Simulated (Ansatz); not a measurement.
`COB(Cl)OC` + H₂ → `COBCl` + CH₃OH at 600 K and 1 bar (hydrogenolysis of a B–O bond).

Computed with Ansatz on PBE0-D4/def2-TZVP structures; ΔE is electronic, products minus reactants. CCSD(T)/CBS adds triple-zeta CCSD(T) − MP2 to the extrapolated MP2 energy (def2 sets, frozen cores). This one scheme is used for every species. Each species was taken in one conformer, which may not be the lowest.

```
    species  CCSD(T)/CBS energy (Eh)  H − E (kJ/mol)  S (J/(mol·K))
`COB(Cl)OC`               -714.76248           305.7          466.3
         H₂                 -1.17544            43.9          150.8
    `COBCl`               -600.27977           193.6          366.3
      CH₃OH               -115.61712           163.6          277.3
```

H − E and S are ideal-gas, rigid-rotor, harmonic terms from PBE0-D4/def2-TZVP, for one conformer and one mirror image of each species. The MP2-based limit puts H₂ 0.8 mEh under its directly extrapolated value; such offsets cancel only in part. 1 Eh = 2625.50 kJ/mol, R = 8.31446 J/(mol·K).

**Question.** By hand: ΔE, ΔH, ΔS and ΔG.

**Answer.** ΔE = (-600.27977) + (-115.61712) − (-714.76248) − (-1.17544) = 0.04103 Eh = 107.7 kJ/mol. Δ(H − E) = 193.6 + 163.6 − 305.7 − 43.9 = 7.6, so ΔH = 115.3 kJ/mol. ΔS = 366.3 + 277.3 − 466.3 − 150.8 = 26.5 J/(mol·K). ΔG = 115.3 − 600 × (26.5)/1000 = 99.4 kJ/mol.

**Question.** By hand: the equilibrium constant, and the temperature at which ΔG would vanish if ΔH and ΔS stayed fixed.

**Answer.** log₁₀ K = −ΔG/(RT ln 10) = -8.7. ΔG = 0 at ΔH/ΔS = 4351 K, far beyond where these terms or the molecules hold.

ΔH outweighs TΔS. A doubt of 5 kJ/mol in ΔE shifts log₁₀ K by 0.4 here. Other conformers and mirror images would add mixing entropy, several J/(mol·K) or more a flexible species. These are equilibria of isolated gas molecules and say nothing of rates. Largest T1 diagnostic: 0.012 (customary marks: 0.02 for closed shells, 0.045 for open ones).
